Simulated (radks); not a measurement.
The erbium anion Er- inside a hard spherical wall (all orbitals vanish at R), configuration held at [Xe] 4f13 6s2 and not refilled when levels cross. Method: scalar-relativistic Kohn-Sham, LDA (Slater exchange, Perdew-Wang correlation), spin-unpolarised, spherical densities, finite nucleus; Fermi nuclear charge, rms radius 5.2516 fm; computed with a radial shooting solver on a logarithmic mesh with Libxc functionals. Eigenvalues in eV, with the zero of energy where the potential of the charges vanishes at infinity; a dash marks a level that is unbound or too diffuse for the functional's potential to be trusted. A positive occupied level is held by the wall or, in an anion where self-interaction has pushed it up, behind a barrier. The pressure on the wall is -dE/dV.

R (bohr)	E (hartree)	kinetic (hartree)	e(5s)	e(5p)	e(6s)	e(6p, empty)	e(5d, empty)	e(4f)	pressure (GPa)
8	-13076.6545	14171.067	-41.538	-16.561	2.540	-	-	7.858	1.42
5	-13076.2445	14172.264	-35.572	-10.954	9.906	16.138	12.850	14.161	35.5
4	-13075.5527	14174.517	-30.724	-6.444	19.734	29.769	19.202	19.625	175
3.5	-13074.6894	14177.496	-26.404	-2.261	30.484	43.809	25.221	24.722	465
2.5	-13068.1725	14199.639	-5.543	20.334	94.588	119.99	56.683	49.953	5480
